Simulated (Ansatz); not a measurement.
Calculated with Ansatz (gas phase, PBE0-D4/def2-TZVP geometries, no zero-point term in ΔE). CCSD(T)/CBS adds triple-zeta CCSD(T) − MP2 to the extrapolated MP2 energy (def2 sets, frozen cores). Functionals use def2-TZVPP. B3LYP here is the variant with VWN-RPA as its local correlation; programs differ in this. Each species was taken in one conformer, which may not be the lowest.

Consider the redistribution: `C=C([SiH3])NBF` + `F[B](F)[AlH2]` → `FBB(F)F` + `C=C([SiH3])[NH][AlH2]`.

`C=C([SiH3])NBF`:

Z-matrix (Å, degrees):
```
Si
C 1 1.880
H 1 1.484 2 106.4
H 1 1.486 2 111.2 3 119.4
H 1 1.486 2 111.2 3 -119.5
N 2 1.396 1 119.9 3 -180.0
C 2 1.336 1 118.7 3 0.0
B 6 1.399 2 127.2 1 -0.1
H 6 1.013 2 114.7 1 180.0
H 7 1.088 2 121.9 1 180.0
H 7 1.081 2 121.0 1 0.0
F 8 1.333 6 118.5 2 -180.0
H 8 1.195 6 122.0 2 0.0
```

`F[B](F)[AlH2]`:

```xyz
6

F     0.253   -1.798   -1.123
B    -0.143   -0.544   -0.952
F    -0.724    0.007   -2.008
Al    0.136    0.517    0.904
H     1.461    1.355    1.152
H    -0.983    0.463    2.028
```

`FBB(F)F`:

```xyz
6

F     1.466   -1.207    0.044
B     0.721   -0.225   -0.434
B    -0.709    0.244    0.397
F    -0.700    1.191    1.318
F    -1.883   -0.295    0.124
H     1.104    0.291   -1.450
```

`C=C([SiH3])[NH][AlH2]`:

```xyz
13

C     0.241    1.142    1.652
C     0.089    0.392    0.551
Si   -1.074   -1.081    0.661
N     0.748    0.662   -0.645
Al    0.731   -0.155   -2.234
H    -0.284    0.908    2.567
H     0.897    2.011    1.665
H    -1.625   -1.118    2.038
H    -0.353   -2.351    0.376
H    -2.185   -0.957   -0.320
H     1.340    1.482   -0.561
H    -0.176   -1.434   -2.410
H     1.651    0.500   -3.340
```

```json
{"level": "PBE-D4", "ΔE (kJ/mol)": "44.3", "difference from CCSD(T)/CBS": "5.4"}
{"level": "r2SCAN-D4", "ΔE (kJ/mol)": "40.9", "difference from CCSD(T)/CBS": "2.0"}
{"level": "PBE0-D4", "ΔE (kJ/mol)": "45.4", "difference from CCSD(T)/CBS": "6.5"}
{"level": "B3LYP-D4", "ΔE (kJ/mol)": "38.5", "difference from CCSD(T)/CBS": "-0.4"}
{"level": "ωB97X-V", "ΔE (kJ/mol)": "40.5", "difference from CCSD(T)/CBS": "1.6"}
{"level": "ωB97M-V", "ΔE (kJ/mol)": "41.8", "difference from CCSD(T)/CBS": "2.9"}
{"level": "B2PLYP", "ΔE (kJ/mol)": "38.3", "difference from CCSD(T)/CBS": "-0.6"}
{"level": "PBE", "ΔE (kJ/mol)": "46.1", "difference from CCSD(T)/CBS": "7.2"}
{"level": "r2SCAN", "ΔE (kJ/mol)": "41.3", "difference from CCSD(T)/CBS": "2.4"}
{"level": "PBE0", "ΔE (kJ/mol)": "47.1", "difference from CCSD(T)/CBS": "8.2"}
{"level": "B3LYP", "ΔE (kJ/mol)": "41.6", "difference from CCSD(T)/CBS": "2.7"}
{"level": "HF/def2-TZVPP", "ΔE (kJ/mol)": "41.2", "difference from CCSD(T)/CBS": "2.3"}
{"level": "MP2/def2-TZVPP", "ΔE (kJ/mol)": "34.9", "difference from CCSD(T)/CBS": "-4.0"}
{"level": "SCS-MP2/def2-TZVPP", "ΔE (kJ/mol)": "34.8", "difference from CCSD(T)/CBS": "-4.1"}
{"level": "CCSD/def2-TZVPP", "ΔE (kJ/mol)": "39.2", "difference from CCSD(T)/CBS": "0.3"}
{"level": "CCSD(T)/def2-TZVPP", "ΔE (kJ/mol)": "38.7", "difference from CCSD(T)/CBS": "-0.2"}
{"level": "HF/def2-QZVPP", "ΔE (kJ/mol)": "40.5", "difference from CCSD(T)/CBS": "1.6"}
{"level": "MP2/def2-QZVPP", "ΔE (kJ/mol)": "34.7", "difference from CCSD(T)/CBS": "-4.2"}
{"level": "SCS-MP2/def2-QZVPP", "ΔE (kJ/mol)": "34.7", "difference from CCSD(T)/CBS": "-4.2"}
{"level": "HF/CBS(def2)", "ΔE (kJ/mol)": "40.4", "difference from CCSD(T)/CBS": "1.5"}
{"level": "MP2/CBS(def2)", "ΔE (kJ/mol)": "35.0", "difference from CCSD(T)/CBS": "-3.9"}
{"level": "CCSD/CBS(def2)", "ΔE (kJ/mol)": "39.4", "difference from CCSD(T)/CBS": "0.5"}
{"level": "CCSD(T)/CBS", "ΔE (kJ/mol)": "38.9", "difference from CCSD(T)/CBS": "0"}
```

Largest T1 diagnostic among the species: 0.014.

The D4 term adds −3.1 kJ/mol with B3LYP and −1.7 kJ/mol with PBE0; it sums over pairs of atoms, weighted by their polarisabilities, and B3LYP, whose exchange is more repulsive, gets the larger term.
